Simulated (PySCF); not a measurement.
## Threshold energies of CuCl in a plasma

PBE0 in PySCF with def2-TZVPPD on every atom, for the lowest determinant that a PBE0 search found; no spin–orbit coupling.

```csv
species,state (unpaired electrons),Re (Å),ωe (cm⁻¹),energy of the minimum from the neutral (eV),De (eV),dissociates to
CuCl,singlet (closed shell),2.076,401,0.00,3.67,Cu (3d10 4s1) + Cl
CuCl⁺,doublet (π ↑),2.085,361,10.00,1.44,Cu⁺ (3d10) + Cl
CuCl⁻,doublet (σ ↑),2.207,282,-1.31,1.40,Cu (3d10 4s1) + Cl⁻
```

**Question.** Work out the lowest energy to break CuCl into atoms, from its vibrational ground state.

**Answer.** D0 = De − ωe/2 = 3.67 − 0.02 = 3.65 eV (PBE0/def2-TZVPPD).

**Question.** Work out the ionisation energy of the Cu atom at this level and the threshold of dissociative ionisation.

**Answer.** IE(Cu) = 10.00 + 1.44 − 3.67 = 7.77 eV, so Cu⁺ (3d10) + Cl + e⁻ appears at D0 + IE(Cu) = 11.42 eV (PBE0/def2-TZVPPD). The measured IE(Cu) is 7.726 eV (NIST ASD).

**Question.** Work out the electron affinity of the Cl atom and the threshold of dissociative attachment.

**Answer.** EA(Cl) = 3.67 − 1.40 − (-1.31) = 3.58 eV, so Cu (3d10 4s1) + Cl⁻ needs D0 − EA(Cl) = 0.07 eV (PBE0/def2-TZVPPD). The measured EA(Cl) is 3.613 eV.

**Question.** At which energy does ion-pair formation open?

**Answer.** Cu⁺ + Cl⁻ lies at D0 + IE(Cu) − EA(Cl) = 7.84 eV (PBE0/def2-TZVPPD).

These are thermodynamic thresholds; the onsets seen under electron impact lie higher where the geometry changes, and cross-sections peak well above them.

For an ion De counts to the pair picked by the measured ionisation energies or electron affinities, which need not be the lowest pair at this level. The highest Kohn–Sham level is positive in this anion. Much of that is self-interaction error, but it also means that the finite basis helps to hold the extra electron.
